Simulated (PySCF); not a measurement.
BClH₃Si, BH₄Si (calculated)

All values are calculated (PySCF 2.14.0). Calculation on a computer-drawn molecule: the log of a Hartree-Fock and frozen-core CCSD(T) single point meant for a local Hartree-Fock minimum, with one planted fault or none, to be diagnosed. Offsets are logged minus clean, where the clean run is the same molecule without the fault. The reference is restricted for singlets and unrestricted otherwise, and also for a bond in bohr or an excited solution. Adding or removing an electron swaps singlet and doublet. The excited solution moves the top pair (singlet) or top alpha electron (doublet) to the lowest empty orbital. Highest occupied and lowest empty are orbital energies over both spins, largest force is the largest gradient component, triples share is (T) over the correlation energy, the T1 limit is 0.02 restricted and 0.045 unrestricted, electrons count all cores, a negative frequency is imaginary (commonest isotopes), and the dipole is about the centre of nuclear charge.

Common to all runs: logged SCF converged yes; possible faults no fault, one electron removed, one electron added, multiplicity raised by two, geometry at a saddle point, SCF held on an excited solution, minimal basis STO-3G, one bond length entered in bohr, all coordinates scaled.

(1) BClH₃Si

Logged structure:
```xyz
6
BClH3Si
B     -1.4449     0.3266     1.6496
Si     0.2683    -0.5313     1.1709
Cl    -0.1655    -2.1415    -0.3445
H     -2.5163    -0.2352     1.6948
H     -1.4044     1.4158     2.1891
H      0.9953     0.4310     0.2649
```

| Property | Result |
| --- | --- |
| meant charge | -1 |
| meant multiplicity | 1 |
| meant basis | aug-cc-pV(D+d)Z |
| logged electrons | 40 |
| logged basis functions | 114 |
| logged spin squared | 0 |
| logged highest occupied | -2.3555 eV |
| logged lowest empty | 3.7696 eV |
| logged largest force | 1.257e-05 hartree/bohr |
| logged lowest frequency | 147.25 cm⁻¹ |
| logged T1 diagnostic | 0.025949 |
| logged D1 diagnostic | 0.09956 |
| logged triples share | 0.036575 |
| logged CC converged | yes |
| logged dipole magnitude | 1.7395 debye |
| logged SCF stable within its kind | yes |
| logged energy HF | -774.89347 hartree |
| logged energy CCSD(T) | -775.31246 hartree |
| planted fault | ? |

Drawn bonds:
```csv
atom,other atom,order
1,2,1
2,3,1
1,4,1
1,5,1
2,6,1
```

Notes: T1 above single-reference limit.

(2) BH₄Si

Logged structure:
```xyz
6
BH4Si
B      0.4462     1.5611    -0.7666
Si    -0.5326     1.3831    -2.4426
H      1.0906     2.5478    -0.5507
H      0.4040     0.6841     0.0484
H     -0.5437     2.4050    -3.5076
H     -1.3536     0.2101    -2.8014
```

| Property | Result |
| --- | --- |
| meant charge | 0 |
| meant multiplicity | 2 |
| meant basis | cc-pV(D+d)Z |
| logged electrons | 23 |
| logged basis functions | 57 |
| logged spin squared | 0.7577 |
| logged highest occupied | -3.9326 eV |
| logged lowest empty | -2.2996 eV |
| logged largest force | 0.052146 hartree/bohr |
| logged dipole magnitude | 3.0994 debye |
| logged SCF stable within its kind | no |
| logged energy HF | -315.72488 hartree |
| planted fault | ? |

Drawn bonds:
```csv
atom,other atom,order
1,2,1
1,3,1
1,4,1
2,5,1
2,6,1
```

Notes: coupled-cluster numbers left out as unreliable.

To be estimated
1. Which fault was planted in the run of BClH₃Si (entry 1)?
2. Give the missing planted fault for BH₄Si (entry 2).

## Answers
1. no fault
2. SCF held on an excited solution

Further results for BClH₃Si (entry 1):

| Quantity | Value |
| --- | --- |
| HF energy offset from clean run | 0 kcal/mol |
| CCSD(T) energy offset from clean run | 0 kcal/mol |

Further results for BH₄Si (entry 2):

| Property | Result |
| --- | --- |
| HF energy offset from clean run | 97.91 kcal/mol |
